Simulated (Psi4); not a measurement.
Br3In, triplet, at a GFN2-xTB geometry (such geometries of metal compounds can be far from the true shape) (a higher spin typed on purpose: for a closed-shell molecule this is an excited state) (all electrons, no relativity); Psi4 with B3LYP5/STO-3G.

Here is a job for Psi4.
```
memory 2 GB

molecule {
0 3
  In   -0.31221422    0.34829714    0.72257890
  Br   -1.81727600   -1.60136639   -0.49182942
  Br    0.13534756    2.03252745   -1.39974133
  Br    2.11902836   -0.91877705    0.87996029
}

set basis sto-3g
set reference uks
set scf_type pk
set puream true
set d_convergence 1e-8
set dft_radial_points 99
set dft_spherical_points 590

energy('b3lyp5')
print_variables()
```

### Question
Predict the main parts of the log of this Psi4 run.

### Answer

```
   => Loading Basis Set <=

    Name: STO-3G
    Role: ORBITAL
    Keyword: BASIS

         ---------------------------------------------------------
                                   SCF
               by Justin Turney, Rob Parrish, Andy Simmonett
                          and Daniel G. A. Smith
                              UKS Reference
         ---------------------------------------------------------

  ==> Geometry <==

    Molecular point group: c1
    Full point group: C1

    Geometry (in Angstrom), charge = 0, multiplicity = 3:

       Center              X                  Y                   Z               Mass
    ------------   -----------------  -----------------  -----------------  -----------------
         IN          -0.308291595353     0.343921169218     0.713500493037   114.903878776000
         BR          -1.813353375353    -1.605742360782    -0.500907826963    78.918337600000
         BR           0.139270184647     2.028151479218    -1.408819736963    78.918337600000
         BR           2.122950984647    -0.923153020782     0.870881883037    78.918337600000

  Running in c1 symmetry.

  Rotational constants: A =      0.02038  B =      0.02038  C =      0.01197 [cm^-1]
  Rotational constants: A =    610.85329  B =    610.85329  C =    358.91384 [MHz]
  Nuclear repulsion = 1451.839086629273652

  Charge       = 0
  Multiplicity = 3
  Electrons    = 154
  Nalpha       = 78
  Nbeta        = 76

  ==> Algorithm <==

  SCF Algorithm Type is PK.
  DIIS enabled.
  MOM disabled.
  Fractional occupation disabled.
  Guess Type is SAD.
  Energy threshold   = 1.00e-06
  Density threshold  = 1.00e-08
  Integral threshold = 1.00e-12

  ==> Primary Basis <==

  Basis Set: STO-3G
    Blend: STO-3G
    Number of shells: 35
    Number of basis functions: 81
    Number of Cartesian functions: 86
    Spherical Harmonics?: true
    Max angular momentum: 2

  ==> DFT Potential <==

   => LibXC <=

    Version 7.1.2
    S. Lehtola, C. Steigemann, M. J. T. Oliveira, and M. A. L. Marques,  SoftwareX 7, 1–5 (2018) (10.1016/j.softx.2017.11.002)

   => Composite Functional: B3LYP5 <=

    B3LYP5 Hyb-GGA Exchange-Correlation Functional

    P. J. Stephens, F. J. Devlin, C. F. Chabalowski, and M. J. Frisch,  J. Phys. Chem. 98, 11623 (1994) (10.1021/j100096a001)

    Deriv               =              1
    GGA                 =           TRUE
    Meta                =          FALSE

    Exchange Hybrid     =           TRUE
    MP2 Hybrid          =          FALSE

   => Exchange Functionals <=

    0.0800   Slater exchange
    0.7200         Becke 88

   => Exact (HF) Exchange <=

    0.2000               HF

   => Correlation Functionals <=

    0.1900   Vosko, Wilk & Nusair (VWN5)
    0.8100   Lee, Yang & Parr

   => LibXC Density Thresholds  <==

    XC_HYB_GGA_XC_B3LYP5:  1.00E-15

   => Molecular Quadrature <=

    Radial Scheme          =       TREUTLER
    Pruning Scheme         =           NONE
    Nuclear Scheme         =       TREUTLER

    Blocking Scheme        =         OCTREE
    BS radius alpha        =              1
    Pruning alpha          =              1
    Radial Points          =             99
    Spherical Points       =            590
    Total Points           =         202047
    Total Blocks           =           1542
    Max Points             =            256
    Max Functions          =             52
    Weights Tolerance      =       1.00E-15

  ==> Integral Setup <==

  Using in-core PK algorithm.
   Calculation information:
      Number of atoms:                   4
      Number of AO shells:              35
      Number of primitives:            105
      Number of atomic orbitals:        86
      Number of basis functions:        81

      Integral cutoff                 1.00e-12
      Number of threads:                 1

  Performing in-core PK
  Using 11032362 doubles for integral storage.
  We computed 74332 shell quartets total.
  Whereas there are 198765 unique shell quartets.

  ==> DiskJK: Disk-Based J/K Matrices <==

    J tasked:                  Yes
    K tasked:                  Yes
    wK tasked:                  No
    Schwarz Cutoff:          1E-12

  Minimum eigenvalue in the overlap matrix is 3.4845632423E-01.
  Reciprocal condition number of the overlap matrix is 2.0293120774E-01.
    Using symmetric orthogonalization.

  ==> Pre-Iterations <==

  SCF Guess: Superposition of Atomic Densities via on-the-fly atomic UHF (no occupation information).

   -------------------------
    Irrep   Nso     Nmo
   -------------------------
     A         81      81
   -------------------------
    Total      81      81
   -------------------------

  ==> Iterations <==

                        Total Energy        Delta E     RMS |[F,P]|

   @UKS iter SAD: -13317.11680215154593   -1.33171e+04   0.00000e+00
   @UKS iter   1: -13322.11812744813869   -5.00133e+00   5.21191e-03 DIIS/ADIIS
   @UKS iter   2: -13321.72666146144547    3.91466e-01   5.87348e-03 DIIS/ADIIS
   @UKS iter   3: -13322.18617659748452   -4.59515e-01   2.77665e-03 DIIS/ADIIS
   @UKS iter   4: -13322.23580934323036   -4.96327e-02   1.37546e-03 DIIS/ADIIS
   @UKS iter   5: -13322.19977149296574    3.60379e-02   2.00299e-03 DIIS/ADIIS
   @UKS iter   6: -13322.22373639822581   -2.39649e-02   1.49068e-03 DIIS/ADIIS
   @UKS iter   7: -13322.24882795000667   -2.50916e-02   5.47523e-04 DIIS/ADIIS
   @UKS iter   8: -13322.25228362648704   -3.45568e-03   5.72684e-05 DIIS
   @UKS iter   9: -13322.25230227571228   -1.86492e-05   3.20763e-05 DIIS
   @UKS iter  10: -13322.25231477304806   -1.24973e-05   5.34961e-06 DIIS
   @UKS iter  11: -13322.25231511921265   -3.46165e-07   1.17438e-06 DIIS
   @UKS iter  12: -13322.25231513821564   -1.90030e-08   7.89814e-07 DIIS
   @UKS iter  13: -13322.25231514830011   -1.00845e-08   1.33379e-07 DIIS
   @UKS iter  14: -13322.25231514872758   -4.27463e-10   4.83627e-08 DIIS
   @UKS iter  15: -13322.25231514885490   -1.27329e-10   1.51752e-08 DIIS
   @UKS iter  16: -13322.25231514898587   -1.30967e-10   1.39947e-08 DIIS
   @UKS iter  17: -13322.25231514924963   -2.63753e-10   1.40111e-08 DIIS
   @UKS iter  18: -13322.25231514945153   -2.01908e-10   1.36470e-08 DIIS
   @UKS iter  19: -13322.25231515010091   -6.49379e-10   1.42263e-08 DIIS
   @UKS iter  20: -13322.25231515202177   -1.92085e-09   8.86777e-09 DIIS
  Energy and wave function converged.

  ==> Post-Iterations <==

   Electrons on quadrature grid:
      Nalpha   =   78.0000012696 ; deviation = 1.270e-06
      Nbeta    =   76.0000012501 ; deviation = 1.250e-06
      Ntotal   =  154.0000025198 ; deviation = 2.520e-06

   @Spin Contamination Metric:   1.729999711E-03
   @S^2 Expected:                2.000000000E+00
   @S^2 Observed:                2.001730000E+00
   @S   Expected:                1.000000000E+00
   @S   Observed:                1.000000000E+00

    Orbital Energies [Eh]
    ---------------------

    Alpha Occupied:

[...]
    Alpha Virtual:

[...]
    Beta Occupied:

[...]
      76A     -0.162125

    Beta Virtual:

[...]
    Final Occupation by Irrep:
              A
    DOCC [    76 ]
    SOCC [     2 ]
    NA   [    78 ]
    NB   [    76 ]

  @UKS Final Energy: -13322.25231515202177

   => Energetics <=

    Nuclear Repulsion Energy =           1451.8390866292736519
    One-Electron Energy =              -21460.7704206359048840
    Two-Electron Energy =                7033.3326152754088980
    DFT Exchange-Correlation Energy =    -346.6535964207980101
    Empirical Dispersion Energy =           0.0000000000000000
    VV10 Nonlocal Energy =                  0.0000000000000000
    Total Energy =                     -13322.2523151520217652

  UHF NO Occupations:
  HONO-2 :   76  A 1.9993821
  HONO-1 :   77  A 1.0000000
  HONO-0 :   78  A 1.0000000
  LUNO+0 :   79  A 0.0006179
  LUNO+1 :   80  A 0.0001237
  LUNO+2 :   81  A 0.0001237

Computation Completed

Properties will be evaluated at   0.000000,   0.000000,   0.000000 [a0]

Properties computed using the SCF density matrix

 Multipole Moments:

 ------------------------------------------------------------------------------------
     Multipole            Electronic (a.u.)      Nuclear  (a.u.)        Total (a.u.)
 ------------------------------------------------------------------------------------

 L = 1.  Multiply by 2.5417464519 to convert [e a0] to [Debye]
 Dipole X            :         -1.4641556            1.1415545           -0.3226011
 Dipole Y            :          1.6333577           -1.2734851            0.3598726
 Dipole Z            :          3.3885735           -2.6419782            0.7465953
 Magnitude           :                                                    0.8893730

 ------------------------------------------------------------------------------------

  Variable Map:
  ----------------------------------------------------------------------------
[...]
  Array Variable Map:
  ----------------------------------------------------------------------------
[...]
[...]
```
